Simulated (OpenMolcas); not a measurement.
neutral lithium: RASPT2 settings compared

```
Program             : OpenMolcas 26.06
Basis               : ANO-L-VDZP [3s2p1d]
Scalar Hamiltonian  : non-relativistic, point nucleus
Active space        : 1 electron in 9 orbitals (RAS2 2s 2p; RAS3 3d, at most 1 electron)
State averaging     : 2S+1 = 2 even, 1 root; 2S+1 = 2 odd, 3 roots
Spin-orbit coupling : state interaction with AMFI integrals over the reference wave functions, term energies averaged over their components
```

Methods on the same reference wave functions:
A. RASSCF
B. XMS-RASPT2, IPEA 0.3 Eh, imaginary shift 0.2 Eh (closed shells correlated: 1s)
C. XMS-RASPT2, IPEA 0.2 Eh, imaginary shift 0.1 Eh (closed shells correlated: 1s)

Energies in cm-1 above 2s 2S 1/2, the measured ground level; measured values from NIST Handbook of Basic Atomic Spectroscopic Data.

```
     Level      A      B      C  Measured
 2s 2S 1/2    0.0    0.0    0.0       0.0
2p 2P* 1/2  14884  14873  14873     14904
2p 2P* 3/2  14884  14873  14874     14904
```

Deviations, from unrounded energies. A percentage is the sum of absolute deviations over the sum of measured energies, with the sign that they share, or ± where signs differ.

```json
{"Against measurement": "mean absolute deviation (cm-1)", "Levels": "2", "A": "20", "B": "30", "C": "30"}
{"Against measurement": "other configurations (%)", "Levels": "2", "A": "-0.1", "B": "-0.2", "C": "-0.2"}
```

A lies closest to measurement on these levels and B furthest from it. The largest miss of A in the table is 2p 2P* 3/2, by -20 cm-1. The ranking rests on the paired levels alone, and a cruder setting can come out closer through cancelling errors.

Between B and C no level of the table moves by more than 5 cm-1.

The lowest spin-free term lies below A's lowest term by 0.000 hartree in B, 0.000 hartree in C.

With one active electron outside closed inactive shells, the extra shells (3d) add no correlation to the reference. ANO sets are built for ground and valence states and can reach diffuse excited orbitals poorly. With one active electron the reference holds no correlation, so core polarisation is missing (holds for A). With one active electron, CASPT2 adds the correlation within the correlated inactive shells and between them and that electron, and leaves the splitting within a term as the reference gives it (holds for B; C). Computed and measured levels are paired by configuration, term and J; levels that our copy of the source lacks, or whose pairing is in doubt (as where it misses far off the trend of its configuration), stay unpaired and out of the deviations. Levels of configurations outside the active space are missing.

* marks odd parity.
